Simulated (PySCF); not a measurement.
C₄H₅FSi.

```xyz
11

C      0.4685    -3.1723     0.0000
C      0.1964    -1.9902     0.0000
C     -0.1205    -0.5996     0.0000
F     -1.4487    -0.3514     0.0000
C      0.7433     0.4270     0.0000
Si     0.1889     2.2211     0.0000
H      0.7102    -4.2189     0.0000
H      1.8046     0.1654     0.0000
H     -0.6259     2.5250    -1.2107
H     -0.6259     2.5250     1.2107
H      1.4049     3.0822     0.0000
```

Geometry: B3LYP-D3(BJ)/def2-SVP. The structure was generated by enumeration; whether it is a known compound was not checked.

These are PBE0/pcSseg-1 (PySCF) values and carry that method's errors. Non-relativistic, no solvent.

Computed absolute GIAO shielding of each atom: isotropic value and principal components (ppm):
| atom | σ(iso) | σ11 | σ22 | σ33 | span |
|---|---|---|---|---|---|
| C1 | 95.3 | 34.5 | 42.4 | 209.1 | 174.6 |
| C2 | 105.7 | 6.7 | 11.0 | 299.4 | 292.7 |
| C3 | 23.1 | -90.4 | 77.9 | 81.9 | 172.3 |
| F4 | 246.4 | 136.5 | 276.3 | 326.4 | 189.9 |
| C5 | 72.2 | -44.0 | 97.9 | 162.6 | 206.6 |
| Si6 | 435.7 | 417.8 | 425.5 | 463.7 | 45.9 |
| H7 | 28.1 | 24.2 | 24.3 | 35.7 | 11.5 |
| H8 | 25.7 | 24.1 | 24.1 | 29.1 | 5.1 |
| H9 | 26.9 | 23.6 | 25.6 | 31.6 | 8.0 |
| H10 | 26.9 | 23.6 | 25.6 | 31.6 | 8.0 |
| H11 | 27.4 | 24.2 | 25.7 | 32.3 | 8.1 |
